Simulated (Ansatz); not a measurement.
`[CH3][Sn]([OH])([OH])[F]` → `[CH3][Sn][F]` + `OO`  (stannylene formation by 1,1-elimination)

Isolated molecules relaxed with PBE0-D4/def2-TZVP in Ansatz; ΔE leaves out vibrations. CCSD(T)/CBS is the MP2 limit (def2-TZVPP, def2-QZVPP) plus CCSD(T) − MP2 in def2-TZVPP, frozen cores. This one scheme is used for every species. Functionals use def2-TZVPP. Elements past krypton have def2 core potentials. For Sn outer-core shells are correlated without core-valence functions, which leaves a few kJ/mol of doubt a bond. One conformer a species, not always the lowest.

(1) Is it downhill or uphill in electronic energy at CCSD(T)/CBS, and by how much? (Estimate.)

(2) What do these levels give: B97M-V, ωB97X-V, BLYP, CAM-B3LYP, LC-ωPBE, MP2/def2-QZVPP? (Estimate.)

(3) What do rigid-rotor, harmonic-oscillator terms from PBE0-D4/def2-TZVP frequencies (298.15 K, 1 bar) make of the CCSD(T)/CBS value? (Estimate.)

Largest T1 diagnostic among the species: 0.015.

Answers

(1) The calculation gave: Uphill: ΔE = +4.55 eV.

(2) The calculation gave: B97M-V 4.39, ωB97X-V 4.40, BLYP 3.72, CAM-B3LYP 4.23, LC-ωPBE 4.50, MP2/def2-QZVPP 4.75 eV.

(3) Ansatz gave: ΔZPE = -0.04 eV, ΔH = +4.52 eV, ΔS = 147 J/(mol·K), ΔG = +4.07 eV. Modes under 50 cm⁻¹ make the entropy rough.

Leaving LDA and LC-ωPBE aside and taking each functional with its dispersion term where it has one, the values, not all of them listed here, spread over 0.72 eV, from BLYP-D4 to PBE-QIDH. LDA lies +0.38 eV from PBE without D4. At CCSD(T), def2-SVP lies −0.41 eV from the extrapolated value and def2-TZVPP −0.11 eV.
